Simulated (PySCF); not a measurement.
PySCF 2.14 output of an unrestricted r2SCANh calculation on a single atom or ion in aug-cc-pCVQZ-DK (10s9p7d5f3g, 134 functions), with the spin-free X2C one-electron Hamiltonian (Gaussian nucleus):

```
SCF conv_tol = 1e-09
number electrons alpha = 8  beta = 6
    M. Bursch, H. Neugebauer, S. Ehlert, and S. Grimme.,  J. Chem. Phys. 156, 134105 (2022)
cycle= 1 E= -341.268902061366  delta_E= -0.00954  |g|= 0.0188  |ddm|= 0.775
cycle= 2 E= -341.269101899462  delta_E= -0.0002  |g|= 0.00467  |ddm|= 0.11
cycle= 3 E= -341.269111837266  delta_E= -9.94e-06  |g|= 0.00202  |ddm|= 0.038
cycle= 4 E= -341.269112622841  delta_E= -7.86e-07  |g|= 0.000204  |ddm|= 0.00977
cycle= 5 E= -341.269112649782  delta_E= -2.69e-08  |g|= 1.94e-05  |ddm|= 0.00109
cycle= 6 E= -341.269112649958  delta_E= -1.76e-10  |g|= 1.24e-06  |ddm|= 0.000134
converged SCF energy = -341.269112649958  <S^2> = 2.004659  2S+1 = 3.0031044
```

The run itself started from symmetry-adapted Hartree-Fock orbitals and held the occupation by maximum overlap, on a logarithmic radial grid, so the iterations belong to that start.

Problem. Which element, charge and spin multiplicity is this?

Solution. P⁺ (phosphorus, charge +1), multiplicity 3; the state was [Ne] 3s2 3p1 3d1, one real determinant (an excited configuration).

⟨L²⟩ = 8.02 against 12 for a pure F term, so this real determinant mixes terms. The outer electron is Rydberg-like, and this basis confines it to a smaller radius and binds it less than a complete one would.
